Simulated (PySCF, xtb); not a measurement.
# CH7AsB+: which of two isomers lies lower

Structure I: `B[AsH2+]C`, a singlet. Structure II: `BC[AsH3+]`, a singlet. Both are isolated ions in the gas phase, relaxed with PBE-D3(BJ)/def2-SVP; the shapes shown needn't be the lowest conformers.

I (Å):

```json
{"atom": "C", "x (Å)": "-0.8136", "y (Å)": "2.4309", "z (Å)": "-0.4848"}
{"atom": "As", "x (Å)": "-0.8887", "y (Å)": "0.4983", "z (Å)": "-0.5305"}
{"atom": "B", "x (Å)": "-1.7699", "y (Å)": "-0.4371", "z (Å)": "1.0828"}
{"atom": "H", "x (Å)": "-2.2331", "y (Å)": "-1.5316", "z (Å)": "0.8810"}
{"atom": "H", "x (Å)": "-1.7379", "y (Å)": "0.1596", "z (Å)": "2.1304"}
{"atom": "H", "x (Å)": "-1.4853", "y (Å)": "0.0523", "z (Å)": "-1.8480"}
{"atom": "H", "x (Å)": "0.5343", "y (Å)": "-0.0252", "z (Å)": "-0.5964"}
{"atom": "H", "x (Å)": "-0.2994", "y (Å)": "2.7368", "z (Å)": "0.4460"}
{"atom": "H", "x (Å)": "-0.2561", "y (Å)": "2.7864", "z (Å)": "-1.3717"}
{"atom": "H", "x (Å)": "-1.8475", "y (Å)": "2.8244", "z (Å)": "-0.4978"}
```

II (Å):

```tsv
atom	x (Å)	y (Å)	z (Å)
C	-0.3655	0.8545	-0.4319
As	-1.2593	1.6317	1.0967
B	-1.3227	0.0874	-1.4322
H	-2.5190	-0.0016	-1.2478
H	-0.8006	-0.4128	-2.4017
H	-2.3206	2.6110	0.6583
H	-1.9687	0.5704	1.9019
H	-0.3541	2.3723	2.0560
H	0.4275	0.1712	-0.0523
H	0.1763	1.6705	-0.9615
```

Quicker runs give these differences E(II) − E(I): GFN2-xTB +9.4 kcal/mol; HF/STO-3G +7.6 kcal/mol (at GFN2-xTB geometries); r2SCAN-D4/def2-SVP +3.6 kcal/mol (at GFN2-xTB geometries).

Problem. Estimate E(II) − E(I) at the level CCSD(T)/def2-SVP + ΔMP2/def2-TZVPP.

Solution. Calculated at CCSD(T)/def2-SVP + ΔMP2/def2-TZVPP: E(II) − E(I) = +5.4 kcal/mol, so structure I lies lower.

Level by level:

| level | geometry | E(II) − E(I) (kcal/mol) | departure from the last row (kcal/mol) | job, with rough time for the two |
| --- | --- | --- | --- | --- |
| GFN2-xTB | GFN2-xTB | +9.4 | +4.0 | optimisation, 0.21 s |
| HF/STO-3G | GFN2-xTB | +7.6 | +2.2 | single point, 1.2 s |
| r2SCAN-D4/def2-SVP | GFN2-xTB | +3.6 | −1.9 | single point, 19 s |
| PBE-D3(BJ)/def2-SVP | PBE-D3(BJ)/def2-SVP | +4.2 | −1.3 | optimisation, 3.6 min |
| HF/def2-SVP | PBE-D3(BJ)/def2-SVP | +4.3 | −1.1 | part of the CCSD(T) run |
| MP2/def2-SVP | PBE-D3(BJ)/def2-SVP | +3.5 | −1.9 | part of the CCSD(T) run |
| CCSD(T)/def2-SVP | PBE-D3(BJ)/def2-SVP | +3.8 | −1.6 | single point |
| CCSD(T)/def2-SVP + ΔMP2/def2-TZVPP | PBE-D3(BJ)/def2-SVP | +5.4 |  | single point, 75 s |

As drawn, II has 1 C–B, 1 As–H in place of 1 As–B, 1 C–H.

None of the levels shown reverses the order. The largest departure from CCSD(T)/def2-SVP + ΔMP2/def2-TZVPP is that of GFN2-xTB, 4.0 kcal/mol. The last row adds to CCSD(T) the change of the MP2 difference between the two basis sets, here +1.6 kcal/mol.

With thermal terms from frequencies at re-optimised GFN2-xTB minima (ideal gas, soft modes damped towards free rotors, one conformer each, 298.15 K, 1 atm): the zero-point term adds −1.4 kcal/mol; ΔH is +3.8 and ΔG +4.1 kcal/mol.

The correlated steps freeze 11 core orbitals; the filled d shell of As is correlated, in a basis made for valence electrons. Codes used: PySCF 2.14.0, xtb 6.7.1; the last row on 2 threads of Arm Neoverse V2 on a shared host.
